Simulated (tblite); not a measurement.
Cost of one run: tight-binding relaxation, `CC(C)(N[SiH2]N)C(F)(F)F`.

Method: GFN2-xTB geometry optimisation, gas phase (tblite 0.8.0). Work: L-BFGS relaxation. A driver script takes a list of jobs; this job's settings line and coordinates (Å) are shown.

Command:
```bash
OMP_NUM_THREADS=1 python probes_run.py task.json out
```

Input:
```
{"job": {"kind": "relax", "xc": "GFN2-xTB", "basis": "xTB"}, "charge": 0, "multiplicity": 1}
C     -1.738600     0.665400    -1.164000
C     -0.753900     0.183300    -0.115400
C     -0.613900     1.216900     0.959900
N      0.475200    -0.072400    -0.820400
Si     1.809400    -0.668000     0.214100
N      3.173900     0.467700    -0.110800
C     -1.379600    -1.088200     0.440700
F     -1.544300    -2.018100    -0.565000
F     -0.585300    -1.661600     1.427000
F     -2.655100    -0.849400     0.966100
H     -1.447800     1.658700    -1.533700
H     -1.654100    -0.041400    -2.011800
H     -2.782700     0.646900    -0.782800
H     -1.458100     1.943700     0.906900
H     -0.656100     0.745500     1.967900
H      0.339600     1.780600     0.855500
H      0.275100    -0.780100    -1.554000
H      1.492300    -0.726700     1.635000
H      2.207900    -1.983400    -0.289300
H      3.925900     0.382000     0.613300
H      3.561200     0.215700    -1.039500
```

Hardware: an Intel Xeon Platinum 8259CL at 2.50 GHz with one thread, no GPU, shared host with 96 logical CPUs at a one-minute load of 50.

Q: How long does the run take?

A: About 2.4 s. The run took 155 evaluations, 15 ms each.

Q: At this speed, how long would 100 such jobs take on 16 cores, one job a core?

A: 100/16 gives 7 rounds of 2.4 s, about 17 s of wall time and 0.067 core-hours, if the jobs don't slow each other.

The host was shared with other jobs, so the times are rough.

The run converged: energy lowered by 19.8 kcal/mol over 154 steps; largest atomic force 0.009 eV/Å at the end.
